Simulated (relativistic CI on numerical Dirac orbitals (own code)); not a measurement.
Calculated at this level of theory: Dirac equation for one electron, model QED (radiative potential, 1s self-energy scaled to tabulated hydrogen-like ionisation energies) (own radial code, finite nucleus).

The strongest absorption lines from the ground level of an ion, among the configurations computed and to levels below about 37200 eV (vacuum wavelength in Å, gf): 0.3338 (0.0095), 0.3379 (0.017), 0.3458 (0.035), 0.3463 (0.017), 0.3642 (0.096), 0.3654 (0.048), 0.4291 (0.49), 0.4345 (0.26).

Which ion is it?
A. Cd⁴⁷⁺
B. Nd⁵⁹⁺
C. Ba⁵⁵⁺
D. Te⁵¹⁺

D. Te⁵¹⁺ has 1 electrons and the ground level 1s ²S1/2; the strongest line goes to 2p ²P°3/2. The pattern of lines fixes the number of electrons, and along that sequence the line energies rise steadily with the charge (about as its square where n changes within one kind of shell, about linearly where n is kept but much faster in heavy ions where fine structure, which grows about as Z⁴, sets the gap, and irregularly where shells cross), which fixes Z. Configurations outside the model, such as inner-shell arrays, can give stronger lines.
